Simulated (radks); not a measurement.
Values are calculated unless marked as measured or tabulated.
Isoelectronic series with 5 electrons, each ion in its NIST ground configuration. Code: a radial shooting solver on a logarithmic mesh with Libxc functionals. Model: Dirac Kohn-Sham, LDA (Slater exchange, Perdew-Wang correlation), spin-unpolarised, spherical densities, point nucleus; open shells fill j = l - 1/2 first. Total energies (hartree) and orbital eigenvalues (eV):

B: configuration [He] 2s2 2p1; E (hartree) -24.35070; 2p1/2 -3.7164; 2s1/2 -9.3825; 1s1/2 -178.6642
Ne5+: configuration [He] 2s2 2p1; E (hartree) -115.40918; 2p1/2 -140.6044; 2s1/2 -160.1377; 1s1/2 -989.4969
P10+: configuration [He] 2s2 2p1; E (hartree) -275.76236; 2p1/2 -449.6463; 2s1/2 -482.9894; 1s1/2 -2486.509
Ca15+: configuration [He] 2s2 2p1; E (hartree) -506.10345; 2p1/2 -931.5826; 2s1/2 -978.9399; 1s1/2 -4674.640
Mn20+: configuration [He] 2s2 2p1; E (hartree) -807.46267; 2p1/2 -1588.950; 2s1/2 -1650.658; 1s1/2 -7562.943
Zn25+: configuration [He] 2s2 2p1; E (hartree) -1181.21240; 2p1/2 -2425.331; 2s1/2 -2501.847; 1s1/2 -11163.71
Br30+: configuration [He] 2s2 2p1; E (hartree) -1629.09775; 2p1/2 -3445.382; 2s1/2 -3537.287; 1s1/2 -15492.68
Zr35+: configuration [He] 2s2 2p1; E (hartree) -2153.27762; 2p1/2 -4654.933; 2s1/2 -4762.949; 1s1/2 -20569.36
Rh40+: configuration [He] 2s2 2p1; E (hartree) -2756.37822; 2p1/2 -6061.135; 2s1/2 -6186.141; 1s1/2 -26417.51
Sn45+: configuration [He] 2s2 2p1; E (hartree) -3441.56227; 2p1/2 -7672.651; 2s1/2 -7815.708; 1s1/2 -33065.79
Cs50+: configuration [He] 2s2 2p1; E (hartree) -4212.6184; 2p1/2 -9499.911; 2s1/2 -9662.295; 1s1/2 -40548.48
Nd55+: configuration [He] 2s2 2p1; E (hartree) -5074.0777; 2p1/2 -11555.43; 2s1/2 -11738.68; 1s1/2 -48906.58
Tb60+: configuration [He] 2s2 2p1; E (hartree) -6031.3659; 2p1/2 -13854.25; 2s1/2 -14060.21; 1s1/2 -58189.12
Yb65+: configuration [He] 2s2 2p1; E (hartree) -7091.0061; 2p1/2 -16414.51; 2s1/2 -16645.41; 1s1/2 -68454.97
Re70+: configuration [He] 2s2 2p1; E (hartree) -8260.8916; 2p1/2 -19258.19; 2s1/2 -19516.75; 1s1/2 -79775.26
